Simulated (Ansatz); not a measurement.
Consider the formal exchange of groups at a B–C bond: `CBC#CCC` + `COC` → `CBCOC` + `C#CCC`.

Computed with Ansatz on PBE0-D4/def2-TZVP structures; ΔE is electronic, products minus reactants. CCSD(T)/CBS is the MP2 limit (def2-TZVPP, def2-QZVPP) plus CCSD(T) − MP2 in def2-TZVPP, frozen cores. DFT in def2-TZVPP. B3LYP here is the variant with VWN-RPA as its local correlation; programs differ in this. Each species was taken in one conformer, which may not be the lowest.

(1) Is it downhill or uphill in electronic energy at CCSD(T)/CBS, and by how much? (Best estimate.)

(2) What do these levels give: PBE0-D4, ωB97M-V, B2PLYP, r2SCAN, PBE0, B3LYP, HF/def2-TZVPP, CCSD/def2-TZVPP, SCS-MP2/def2-QZVPP, HF/CBS(def2), MP2/CBS(def2), CCSD/CBS(def2)? (Best estimate.)

Largest T1 diagnostic among the species: 0.012.

Answers

(1) Ansatz gave: Uphill: ΔE = +12.6 kcal/mol.

(2) Computed: PBE0-D4 13.7, ωB97M-V 12.1, B2PLYP 14.2, r2SCAN 14.5, PBE0 14.0, B3LYP 14.7, HF/def2-TZVPP 14.2, CCSD/def2-TZVPP 12.6, SCS-MP2/def2-QZVPP 13.5, HF/CBS(def2) 14.2, MP2/CBS(def2) 13.3, CCSD/CBS(def2) 12.3 kcal/mol.
